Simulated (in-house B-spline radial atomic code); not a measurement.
Results of a calculation; reference values are marked as such.
Softness against transferability: the 2s channel of Be

Be, [He] 2s2, non-relativistic LDA (VWN5), spherical and spin-unpolarised, from a B-spline radial code for spherical atoms (atomic units). The all-electron 2s level is ε = -0.205744 hartree, its outermost node lies just inside 0.61 bohr and its outer maximum at 2.04 bohr.

Troullier-Martins pseudo-orbitals are made for several radii. The cutoffs (hartree) are the plane-wave energies beyond which the orbital holds less than the named kinetic energy per electron. The phase error is the difference, pseudo minus all-electron, of arctan(R P'/P) at R = 3.15 bohr for all radii, half a hartree below and above the level.

| r_c (bohr) | V_l(0) (hartree) | cutoff for 10 mEh | for 1 mEh | for 0.1 mEh | phase error at ε − 0.5 (mrad) | at ε + 0.5 (mrad) |
| --- | --- | --- | --- | --- | --- | --- |
| 1.53 | 1.11 | 2.98 | 6.2 | 16.8 | -0.2 | -2.7 |
| 1.77 | 1.12 | 2.98 | 6.2 | 16.4 | -0.2 | -2.8 |
| 2.03 | 0.63 | 2.51 | 5.51 | 14.2 | -0.3 | -4.4 |
| 2.3 | 0.21 | 0.98 | 4.62 | 11.3 | -0.6 | -8.1 |
| 2.56 | -0.06 | 0.72 | 3.81 | 8.99 | -1.1 | -14.1 |
| 2.85 | -0.25 | 0.673 | 3.08 | 4.99 | -2.1 | -23.7 |

(1) Which radius needs the lowest cutoff for 0.1 mEh while both phase errors stay within 8.2 mrad?

(2) What does the larger radius buy, and what does it cost?

## Answers

(1) The radii within that limit are 1.53, 1.77, 2.03, 2.3 bohr; of these r_c = 2.3 needs the least, 11.3 hartree, that is 22.6 Ry or 307 eV.

(2) From r_c = 1.53 to 2.85 bohr the cutoff for 1 mEh goes from 6.2 to 3.08 hartree, a factor of 2.01, against 3.47 for a pure 1/r_c² scaling, end to end; step by step it is 6.2, 6.2, 5.51, 4.62, 3.81, 3.08, and for 0.1 mEh 16.8, 16.4, 14.2, 11.3, 8.99, 4.99; the number of plane waves goes as the cutoff to the power 3/2, here a factor of 2.9. The larger of the two phase errors is least at r_c = 1.53 bohr, 2.7 mrad; it is 2.7 at the smallest radius and 23.7 at the largest. These errors test the reference atom alone. Large radii also let the cores of neighbours overlap, which an atom doesn't show.
